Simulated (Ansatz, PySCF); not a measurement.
I₄Ti, multiplicity 1. Atoms are numbered in the order given.

```xyz
5

Ti     0.0000     0.0000     0.0000
I      2.0759    -1.1985    -0.8475
I      0.0000     2.3970    -0.8475
I     -2.0759    -1.1985    -0.8475
I      0.0000     0.0000     2.5424
```

Coordinates come from a B3LYP-D3(BJ)/def2-SVP optimisation. The multiplicity is an assumed one; no other spin state was optimised. The isomer is the one that the SMILES or the coordinates give; other isomers of the formula were not compared. The def2 effective core potentials stand for the cores of I; spin–orbit coupling is left out.

Vertical ionisation energy (IE) and electron affinity (EA) in eV. Rows of orbital energies are one-electron estimates. Where ΔSCF, EOM or ADC give a negative EA the extra electron is unbound and the value depends on the basis.

```json
[
 {"level": "−ε(HOMO), −ε(LUMO), r2SCAN/def2-TZVP (PySCF)", "IE": "7.01", "EA": "4.44"},
 {"level": "−ε(HOMO), −ε(LUMO), PBE/def2-TZVP (PySCF)", "IE": "6.70", "EA": "4.39"},
 {"level": "ΔSCF, CAM-B3LYP/def2-SVPD (Ansatz), final states of multiplicity 2 and 2", "IE": "9.50", "EA": "3.45"},
 {"level": "ΔSCF, PBE/def2-SVPD (Ansatz), final states of multiplicity 2 and 2", "IE": "8.84", "EA": "2.32"}
]
```

### Question
What vertical singlet–triplet gap does ΔSCF give with CAM-B3LYP/def2-SVPD (Ansatz, an electronic-structure program) and with PBE/def2-SVPD (Ansatz)? (The exact figures need the calculation; the answer reports its results.)

### Answer
1.91 and 2.26 eV (triplet above singlet where positive).
